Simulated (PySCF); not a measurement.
C6H16N2, charge -1, doublet, at the geometry of the source list (a state made from the parent by changing its charge; the spin is typed, not shown lowest) (in this run its highest filled SCF level lies above zero, so its values depend strongly on the basis, on diffuse functions most of all). Base run: CAMB3LYP/6-31G run with PySCF.

Input for PySCF:
```python
from pyscf import gto, scf, dft

mol = gto.Mole()
mol.atom = '''
    C     2.41240000   -1.09460000    0.97750000
    N     1.34980000   -0.27300000    0.44100000
    C     1.86760000    0.93370000   -0.16730000
    C     0.51700000   -1.04020000   -0.46510000
    C    -0.68000000   -0.25830000   -1.01810000
    N    -1.30650000    0.61790000   -0.04710000
    C    -1.76190000   -0.09170000    1.12920000
    C    -2.37730000    1.37450000   -0.65780000
    H     2.98100000   -0.51240000    1.70130000
    H     1.98200000   -1.95600000    1.48840000
    H     3.10470000   -1.46230000    0.20110000
    H     1.03490000    1.59190000   -0.39930000
    H     2.44490000    0.73210000   -1.08520000
    H     2.51830000    1.43740000    0.54630000
    H     0.15820000   -1.91350000    0.08710000
    H     1.09680000   -1.41460000   -1.33220000
    H    -0.35230000    0.36710000   -1.85340000
    H    -1.39960000   -0.99750000   -1.42300000
    H    -0.89800000   -0.50100000    1.64530000
    H    -2.26120000    0.61180000    1.79430000
    H    -2.46660000   -0.90510000    0.88770000
    H    -3.19590000    0.73580000   -1.03100000
    H    -1.98270000    1.94980000   -1.49550000
    H    -2.78580000    2.06820000    0.07570000
'''
mol.basis = '6-31g'
mol.charge = -1
mol.spin = 1
mol.verbose = 3
mol.build()

mf = dft.UKS(mol)
mf.xc = 'camb3lyp'
mf.kernel()
```

Each row names what was changed in the base input (with any setting that the change needs).

```tsv
change	ΔE vs base (mEh)	fitting functions	outcome
base	0.000	-	converged
auxbasis = def2-universal-jfit	0.262	568	converged
auxbasis = cc-pvtz-ri	-0.495	1128	converged
auxbasis = even-tempered beta=1.6	-9.830	1066	converged
auxbasis = autoaux	-10.739	794	converged
auxbasis = def2-svp-ri	-13.381	608	converged
auxbasis = even-tempered beta=2.0	-11.018	718	converged
auxbasis = def2-tzvp-ri	-0.359	848	converged
auxbasis = default (with mf = mf.density_fit())	-0.211	928	converged
exchange = seminumerical (SGX) (with mf = sgx.sgx_fit(mf, auxbasis='def2-universal-jfit'); with mf.with_df.dfj = True)	-	-	cut at the time limit
```

A fitting set is made for a task (jfit for Coulomb, jkfit for Coulomb and exchange, ri for correlation) and for a family of orbital bases.

Open shells are given as the SCF converged; they aren't shown to be the lowest states, and a large step between rows can be another state.
